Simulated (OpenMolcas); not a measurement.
Cu2+ (d9) in a complex was computed by CASSCF with the d shell active (OpenMolcas, ANO-RCC-VDZP on the metal). Its lowest spin-free states, and all those of the highest spin:

```
2S+1  Degeneracy  E (cm-1)
   2           1       0.0
   2           2      1374
   2           2      2935
```

Problem. Is the site octahedral, tetrahedral or cube-like, axial, or of lower symmetry?

Solution. The states with 2S+1 = 2 have orbital degeneracies 1, 2, 2. There are pairs but no triples, so the site is axial: not cubic, but with a proper or improper axis of order three or more. The run had Cu2+ with 5 ligands (oxide) in trigonal bipyramidal coordination (D3h) at 2.03 Å, the axial distance 2.253 Å. A charge of +1.6 e stands 2.4 Å behind each ligand. Ligand basis ANO-RCC-VDZP.

The oxide ions are held by bare point charges, a crude embedding. Ligand-to-metal charge-transfer states are missing. With oxide or sulfide held by bare charges the field of late divalent 3d ions can come out several times too small, and g and χT far too large. With metal d orbitals alone and no dynamic correlation the field as a rule comes out too small, by tens of per cent, by up to half for chloride and softer ligands, and the orbital part of g and χT, which goes as 1/10Dq, too large. No measured value stands beside these numbers; the geometry was imposed, not optimised, and the real ion may take another.
